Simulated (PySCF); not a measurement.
F3Ge, multiplicity 2. Atoms are numbered in the order given.

```xyz
4

F      1.3834    -0.7947    -0.3653
Ge     0.0000    -0.0033     0.3008
F      0.0000     1.6012    -0.3390
F     -1.3834    -0.7947    -0.3653
```
Charge 0, spin multiplicity 2.

Coordinates come from a PBE0-D3(BJ)/def2-SVP optimisation. The isomer is the one that the SMILES or the coordinates give; other isomers of the formula were not compared.

Computed with TDA-ωB97X/def2-SVPD (PySCF).

Vertical excitations. Isolated molecule, no solvent.

| state | energy (eV) | λ (nm) | f | main pairs |
|---|---|---|---|---|
| root 1 | 4.87 | 255 | 0.000 | β HOMO→LUMO 97 % |
| root 2 | 5.09 | 244 | 0.001 | β HOMO−2→LUMO 96 % |
| root 3 | 5.09 | 244 | 0.001 | β HOMO−1→LUMO 96 % |
| root 4 | 5.51 | 225 | 0.013 | β HOMO−3→LUMO 91 % |
| root 5 | 5.51 | 225 | 0.013 | β HOMO−4→LUMO 91 % |
| root 6 | 6.26 | 198 | 0.027 | β HOMO−5→LUMO 93 % |
| root 7 | 6.93 | 179 | 0.003 | α HOMO→LUMO+1 7 %, β HOMO−7→LUMO 87 % |
| root 8 | 6.93 | 179 | 0.003 | α HOMO→LUMO 7 %, β HOMO−6→LUMO 87 % |
| root 9 | 7.43 | 167 | 0.190 | α HOMO→LUMO+1 88 %, β HOMO−7→LUMO 5 % |
| root 10 | 7.43 | 167 | 0.190 | α HOMO→LUMO 88 %, β HOMO−6→LUMO 5 % |
Unrestricted roots are not spin-pure.
